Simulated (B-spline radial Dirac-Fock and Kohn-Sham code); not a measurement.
**Core and valence levels of Tl³²⁺**

System: the Tl³²⁺ ion, configuration [Kr] 4d10 4f3; nuclear rms radius 5.4759 fm (A = 205).

Input file task.json (cfg lists n, l and occupation; rrms is the nuclear radius in fm):

```json
{"items": [{
  "Z": 81,
  "q": 32,
  "cfg": [[1, 0, 2], [2, 0, 2], [2, 1, 6], [3, 0, 2], [3, 1, 6], [3, 2, 10], [4, 0, 2], [4, 1, 6], [4, 2, 10], [4, 3, 3]],
  "A": 205,
  "rrms": 5.4759,
  "do": ["binding"]
}]}
```

Run with: `python xray_run.py task.json out`

Method: multi-electron Dirac-Fock with separately optimised hole states, Breit and Lamb-shift corrections added in first order. Computed with a radial atomic solver. Correlation and solid-state effects are left out. Energies are counted from the vacuum level.

All terms are in eV, carry their sign (relaxation lowers the binding energy) and add up to the binding energy; ⟨r⟩ is the mean radius of the orbital in the initial state.

```
subshell  −ε (Koopmans)  relaxation    Gaunt  retardation      QED  binding energy  ⟨r⟩ (bohr)
       K        87280.9      -72.14  -342.67        32.15  -163.78         86734.4       0.016
      L1        16662.2      -34.54   -39.64         2.97   -25.07         16565.9       0.068
      L2        16011.0      -39.49   -67.39         7.06    -0.66         15910.5       0.056
      L3        13943.1      -35.46   -45.38        10.03    -2.79         13869.5       0.065
      M1         4941.8      -12.26    -7.79         0.56    -5.91          4916.4       0.176
      M2         4651.1      -13.32   -13.23         1.20    -0.31          4625.5       0.167
      M3         4181.3      -11.70    -8.68         1.99    -0.73          4162.2       0.182
      M4         3709.8      -14.22    -5.92         0.53     0.44          3690.7       0.159
      M5         3610.7      -13.62    -4.17         0.58     0.18          3593.6       0.163
      N1         1955.0       -2.31    -2.17         0.19    -1.68          1949.0       0.373
      N2         1826.4       -2.41    -3.57         0.35    -0.08          1820.7       0.372
      N3         1694.2       -2.01    -2.29         0.58    -0.20          1690.3       0.398
      N4         1483.2       -2.18    -1.42         0.16     0.11          1479.9       0.392
      N5         1456.7       -2.03    -0.95         0.18     0.04          1453.9       0.400
    N6,7         1209.5       -2.37    -0.08         0.03     0.08          1207.1       0.380
```

For the deepest level, K (1s), the Breit terms make up -0.358 % of the binding energy, QED -0.189 % and orbital relaxation -0.083 %.

Spin-orbit splittings: 2p 2041.0 eV, 3p 463.3 eV, 3d 97.03 eV, 4p 130.4 eV, 4d 25.97 eV.

Going to the tabulated ground configuration of the next ion removes an electron from N6,7 (4f), computed at 1207.1 eV. NIST lists 1230 ± 60 eV as the ionisation energy of this species (theoretical), +22.86 eV from the computed value, within the stated uncertainty.
